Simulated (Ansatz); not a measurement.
Consider the redistribution: `C[B]1[O][GeH2]1` + `[OH][Ge]([OH])([Cl])[Cl]` → `[BH]1[O][GeH2]1` + `C[O][Ge]([OH])([Cl])[Cl]`.

Calculated with Ansatz (gas phase, PBE0-D4/def2-TZVP geometries, no zero-point term in ΔE). CCSD(T)/CBS is the MP2 limit (def2-TZVPP, def2-QZVPP) plus CCSD(T) − MP2 in def2-TZVPP, frozen cores. Functionals use def2-TZVPP. B3LYP here is the variant with VWN-RPA as its local correlation; programs differ in this. For Ge outer-core shells are correlated without core-valence functions, which leaves a few kJ/mol of doubt a bond. Scalar relativity is left out up to krypton. One conformer a species, not always the lowest.

`C[B]1[O][GeH2]1`:

Z-matrix (Å, degrees):
```
C
B 1 1.545
H 1 1.093 2 110.2
H 1 1.093 2 111.5 3 121.2
H 1 1.093 2 110.2 3 -117.5
O 2 1.299 1 141.3 3 -121.2
Ge 2 2.033 1 149.5 3 58.8
H 7 1.541 2 120.8 1 110.1
H 7 1.541 2 120.8 1 -110.0
```

`[OH][Ge]([OH])([Cl])[Cl]`:

```xyz
7

O     0.663   -1.326   -0.157
Ge   -0.307    0.117    0.058
O     0.318    1.332   -1.025
Cl   -2.341   -0.177   -0.447
Cl   -0.204    0.719    2.101
H     0.596   -1.941    0.578
H     1.275    1.277   -1.108
```

`[BH]1[O][GeH2]1`:

```xyz
6

B     0.998    0.607    0.245
O     1.024   -0.552   -0.333
Ge   -0.877   -0.082    0.009
H     1.767    1.437    0.614
H    -1.392   -1.262    0.851
H    -1.520   -0.149   -1.387
```

`C[O][Ge]([OH])([Cl])[Cl]`:

Cartesian coordinates in Å:
```
C -1.131 0.164 -1.187
O -0.675 0.392 0.136
Ge 0.872 -0.215 0.675
O 1.044 0.282 2.338
Cl 2.453 0.574 -0.508
Cl 0.957 -2.333 0.522
H -2.113 0.630 -1.274
H -0.460 0.616 -1.925
H -1.228 -0.905 -1.399
H 0.280 0.794 2.621
```

(1) Is it downhill or uphill in electronic energy at CCSD(T)/CBS, and by how much? (Estimate.)

(2) What do these levels give: B3LYP-D4, ωB97X-V, PBE0, B3LYP, HF/def2-TZVPP, MP2/def2-TZVPP, CCSD/def2-TZVPP, CCSD(T)/def2-TZVPP, HF/def2-QZVPP, SCS-MP2/def2-QZVPP, HF/CBS(def2), CCSD/CBS(def2)? (Estimate.)

Largest T1 diagnostic among the species: 0.017.

Results:

(1) The calculation gave: Uphill: ΔE = +112.3 kJ/mol.

(2) The calculation gave: B3LYP-D4 108.2, ωB97X-V 107.3, PBE0 117.6, B3LYP 111.0, HF/def2-TZVPP 104.7, MP2/def2-TZVPP 116.9, CCSD/def2-TZVPP 110.8, CCSD(T)/def2-TZVPP 110.7, HF/def2-QZVPP 104.2, SCS-MP2/def2-QZVPP 110.7, HF/CBS(def2) 104.1, CCSD/CBS(def2) 112.4 kJ/mol.

In def2-TZVPP, CCSD(T) changes the Hartree–Fock value by +5.9 kJ/mol (the triples alone add −0.1 kJ/mol) and MP2 by +12.1 kJ/mol.
